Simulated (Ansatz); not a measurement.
Calculated with Ansatz (gas phase, PBE0-D4/def2-TZVP geometries, no zero-point term in ΔE). CCSD(T)/CBS adds triple-zeta CCSD(T) − MP2 to the extrapolated MP2 energy (def2 sets, frozen cores). This one scheme is used for every species. Functionals use def2-TZVPP. B3LYP here is the variant with VWN-RPA as its local correlation; programs differ in this. HSE06 is defined as in plane-wave codes. For Ge, Se outer-core shells are correlated without core-valence functions, which leaves a few kJ/mol of doubt a bond. Scalar relativity is left out up to krypton. Each species was taken in one conformer, which may not be the lowest.

Consider the redistribution: `[Cl][GeH2][SeH]` + `F[SiH3]` → `[Cl][GeH3]` + `F[SiH2][SeH]`.

`[Cl][GeH2][SeH]`:

Z-matrix (Å, degrees):
```
Ge
Se 1 2.348
Cl 1 2.148 2 104.6
H 1 1.534 2 112.1 3 -116.2
H 1 1.534 2 112.2 3 116.2
H 2 1.471 1 91.7 3 179.5
```

`F[SiH3]`:

```xyz
5

F     0.745    1.087    0.834
Si   -0.019   -0.028   -0.022
H    -0.114    0.443   -1.423
H    -1.370   -0.215    0.557
H     0.759   -1.287    0.054
```

`[Cl][GeH3]`:

Z-matrix (Å, degrees):
```
Ge
Cl 1 2.155
H 1 1.532 2 107.1
H 1 1.532 2 107.1 3 -120.0
H 1 1.532 2 107.1 3 120.0
```

`F[SiH2][SeH]`:

```xyz
6

F     0.328    0.034    1.775
Si    0.343    0.390    0.218
Se   -0.153   -1.395   -1.073
H    -0.646    1.471    0.018
H     1.718    0.790   -0.149
H    -1.590   -1.291   -0.788
```

```tsv
level	ΔE (kJ/mol)	difference from CCSD(T)/CBS
LDA (SPW92)	-20.7	-8.2
revPBE-D4	-13.3	-0.8
BLYP-D4	-8.6	3.9
r2SCAN-D4	-14.7	-2.2
B97M-V	-17.8	-5.3
PBE0-D4	-13.5	-1.0
B3LYP-D4	-8.9	3.6
r2SCANh-D4	-14.3	-1.8
r2SCAN0-D4	-13.8	-1.3
HSE06-D4	-13.3	-0.8
CAM-B3LYP-D4	-11.7	0.8
ωB97X-V	-12.5	0.0
ωB97M-V	-13.1	-0.6
B2PLYP	-9.8	2.7
PBE	-15.2	-2.7
BLYP	-10.2	2.3
r2SCAN	-14.9	-2.4
PBE0	-14.4	-1.9
B3LYP	-10.5	2.0
r2SCANh	-14.6	-2.1
r2SCAN0	-14.1	-1.6
HSE06	-14.2	-1.7
BHLYP	-9.7	2.8
CAM-B3LYP	-12.7	-0.2
LC-ωPBE	-17.1	-4.6
RPA@PBE/def2-TZVPP	-6.9	5.6
HF/def2-SVP	-7.8	4.7
MP2/def2-SVP	-8.8	3.7
CCSD/def2-SVP	-9.2	3.3
CCSD(T)/def2-SVP	-9.2	3.3
MP2/def2-TZVPP	-8.3	4.2
SCS-MP2/def2-TZVPP	-6.8	5.7
CCSD/def2-TZVPP	-9.4	3.1
CCSD(T)/def2-TZVPP	-9.6	2.9
HF/def2-QZVPP	-6.9	5.6
MP2/def2-QZVPP	-10.3	2.2
SCS-MP2/def2-QZVPP	-8.9	3.6
HF/CBS(def2)	-7.0	5.5
MP2/CBS(def2)	-11.2	1.3
CCSD/CBS(def2)	-12.3	0.2
CCSD(T)/CBS	-12.5	0
```

Largest T1 diagnostic among the species: 0.011.

Leaving LDA and LC-ωPBE aside and taking each functional with its dispersion term where it has one, the values, not all of them listed here, spread over 10.3 kJ/mol, from B97M-V to BHLYP-D4. LDA lies −5.5 kJ/mol from PBE without D4. At CCSD(T), def2-SVP lies +3.3 kJ/mol from the extrapolated value and def2-TZVPP +2.9 kJ/mol.
